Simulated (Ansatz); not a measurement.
Geometry optimisation, Ansatz, RHF/def2-SVP.

The input (input.yaml):

```yaml
crystal:
  periodic: [false, false, false]
  atoms:
    - { symbol: Si, position_ang: [0.0, 0.0, 0.0] }
    - { symbol: H, position_ang: [0.0, 0.0, 1.81] }
    - { symbol: F, position_ang: [1.4994, 0.0, -0.5295] }
    - { symbol: H, position_ang: [-0.6877, 1.1914, -0.4862] }
    - { symbol: F, position_ang: [-0.7489, -1.2974, -0.5295] }
    - { symbol: Br, position_ang: [-2.4768, 0.0, 0.823] }
    - { symbol: H, position_ang: [-0.9371, 0.0, 1.9196] }
basis:
  gaussian: { orbitals: def2-SVP }
hamiltonian:
  xc: hf
relax:
  f_tol: 0.15
  max_steps: 25
  restrain:
    - { distance: [0, 5], at: 3.51, k: 30.0 }
    - { distance: [6, 1], at: 1.86, k: 30.0 }
    - { distance: [0, 1], at: 1.46, k: 30.0 }
    - { distance: [6, 5], at: 1.55, k: 30.0 }
```

Run as:

```bash
$ ansatz run input.yaml --threads 1 --pin off --max-ram 2048MiB --backend cpu --events-out ev --progress --plain --runs-dir out
```

**Question.** Where does it end, and by what steps?

**Answer.** It converged. The restraints hold the end off the free minimum. After 7 steps the energy has fallen by 3.646 eV (the restraints' own energy left out); Br6 moved furthest, 0.83 Å. Parted: Si1–Br6 (2.61 → 3.52 Å).

```csv
step,energy less start (eV),largest force component (eV/Å),accepted
0,0.0000,2.635,yes
1,-1.1848,3.261,yes
2,-2.1910,5.937,yes
3,-3.0257,5.554,yes
4,-3.4695,2.832,yes
5,-3.6172,2.096,yes
6,-3.6325,2.092,yes
7,-3.6459,2.027,yes
```

```xyz
7
Properties=species:S:1:pos:R:3
Si 0.204 0.036 -0.085
H 0.110 0.024 1.375
F 1.750 0.017 -0.482
H -0.427 1.180 -0.738
F -0.436 -1.321 -0.622
Br -2.937 0.166 1.495
H -1.614 -0.209 2.065
```

The run took 16 s on 1 thread of Intel(R) Xeon(R) Platinum 8488C (Sapphire Rapids), on a shared host, peak memory 0.2 GiB.
